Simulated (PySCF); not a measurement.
# Working out the ionisation energy of Br⁺

Br⁺ [Ar] 3d10 4s2 4p4 (3P) → Br²⁺ [Ar] 3d10 4s2 4p3 (4S). All numbers are calculated (PySCF 2.14, the spin-free X2C one-electron Hamiltonian (Gaussian nucleus), in Sapporo-DKH3-DZP-2012 (6s5p3d1f, 43 functions)). Frozen: [Ar] 3d10. Energies in hartree (1 hartree = 27.21139 eV):

```json
{"part": "UHF", "Br⁺ (lower)": "-2603.957744", "Br²⁺ (upper)": "-2603.214140"}
{"part": "CCSD correlation", "Br⁺ (lower)": "-0.091885", "Br²⁺ (upper)": "-0.074953"}
{"part": "(T)", "Br⁺ (lower)": "-0.001137", "Br²⁺ (upper)": "-0.000750"}
```

**Question.** What does Hartree-Fock give?

**Answer.** (-2603.214140) − (-2603.957744) = 0.743604 hartree = 20.234 eV.

**Question.** What do CCSD and CCSD(T) give?

**Answer.** The CCSD correlation energies differ by 0.016932 hartree = 0.461 eV and the triples by 0.000387 hartree = 0.011 eV, so CCSD gives 20.695 eV and CCSD(T) 20.706 eV.

Measured between the centres of the two terms (NIST): 21.409 eV, so CCSD(T) (valence) is off by -0.703 eV.

A double-zeta basis recovers only part of the correlation energy.

What remains against the reference includes basis incompleteness, the frozen core and higher excitations.
